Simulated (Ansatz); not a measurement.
Geometry optimisation, Ansatz 0.2.0, RKS PBE/def2-SVP.

Input:

```yaml
crystal:
  periodic: [false, false, false]
  atoms:
    - { symbol: Zr, position_ang: [-0.215994, -0.346524, 0.070377] }
    - { symbol: Cl, position_ang: [-0.089062, -0.026659, 2.531923] }
    - { symbol: Cl, position_ang: [1.855972, -0.81297, -0.958208] }
    - { symbol: Cl, position_ang: [-1.484575, 1.260424, -1.098136] }
    - { symbol: O, position_ang: [-1.19649, -1.945732, -0.12938] }
    - { symbol: H, position_ang: [-1.686096, -2.768918, -0.273314] }
    - { symbol: "N", position_ang: [1.56634, 2.398374, 0.968395] }
    - { symbol: H, position_ang: [2.541433, 2.178183, 0.739712] }
    - { symbol: Si, position_ang: [0.97346, 4.015491, 0.583165] }
    - { symbol: H, position_ang: [1.053967, 4.206505, -0.904423] }
    - { symbol: H, position_ang: [-0.448647, 4.085481, 1.056806] }
    - { symbol: H, position_ang: [1.744837, 5.141956, 1.231726] }
    - { symbol: H, position_ang: [1.341454, 2.021389, 1.913955] }
basis:
  gaussian: { orbitals: def2-SVP }
hamiltonian:
  xc: pbe
relax:
  f_tol: 0.03
  max_steps: 50
output:
  orbitals: {}
```

Launched with:

```bash
$ ansatz run input.yaml --threads 4 --pin off --max-ram 5120MiB --backend cpu --events-out ev --progress --plain --runs-dir out
```

Where does it end, and by what steps?

It converged. After 8 steps the energy has fallen by 0.557 eV; H8 moved furthest, 0.54 Å. Joined: Zr1–N7 (3.39 → 2.49 Å).

```tsv
step	energy less start (eV)	largest force component (eV/Å)	accepted
0	0.0000	1.149	yes
1	-0.2049	0.837	yes
2	-0.4261	0.767	yes
3	-0.4829	0.813	yes
4	-0.5089	0.321	yes
5	-0.5487	0.373	yes
6	-0.5549	0.154	yes
7	-0.5570	0.046	yes
8	-0.5574	0.012	yes
```

```xyz
13
Properties=species:S:1:pos:R:3
Zr -0.015 0.054 0.261
Cl -0.251 0.012 2.649
Cl 2.099 -0.574 -0.683
Cl -1.360 1.597 -0.973
O -0.971 -1.545 -0.131
H -1.442 -2.369 -0.322
N 1.327 2.061 0.859
H 2.243 1.856 0.428
Si 0.807 3.762 0.504
H 0.819 3.945 -0.979
H -0.544 3.971 1.110
H 1.791 4.712 1.135
H 1.454 1.926 1.875
```

Whether the end is a true minimum wasn't checked by a vibrational analysis.

Time of the run: 33 s on 4 threads of Arm Neoverse V2, on a shared host, peak memory 0.26 GiB.
